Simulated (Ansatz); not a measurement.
Complex (SMILES): O (H2O) with F (HF), atoms 1 to 3 the first; geometry from B3LYP-D3(BJ)/def2-TZVP, monomers rigid:
```xyz
5

O      0.0126     0.5732     0.1476
H     -0.2167     0.4999    -0.7856
H      0.6440    -0.1320     0.3287
F      0.9055     2.9606     0.8114
H      0.5537     2.1097     0.6008
```

Interaction energy at B3LYP with Ansatz (a program for electronic structure), kcal/mol, without and with the counterpoise correction (monomers among the partner's ghost functions). Cartesian d functions, on some or all atoms, in 6-31G**; all else is spherical. No added dispersion term, no relativity. Reference, counterpoise-corrected: the value in aug-pcseg-3, -9.11.

```csv
basis,functions,uncorrected
pcseg-1,43,-11.96
6-31G**,45,-11.47
aug-pcseg-1,73,-9.65
aug-cc-pVDZ,73,-9.29
"6-311++G(2d,2p)",84,-9.55
def2-TZVPPD,131,-9.09
def2-QZVP,204,-9.45
aug-cc-pVQZ,298,-9.15
```

Problem. How large is the counterpoise correction in each set?

Solution. pcseg-1 2.49, 6-31G** 2.10, aug-pcseg-1 0.71, aug-cc-pVDZ 0.33, 6-311++G(2d,2p) 0.56, def2-TZVPPD 0.05, def2-QZVP 0.32, aug-cc-pVQZ 0.05 kcal/mol. The corrected value lies nearer the reference in 7 of 8 rows.
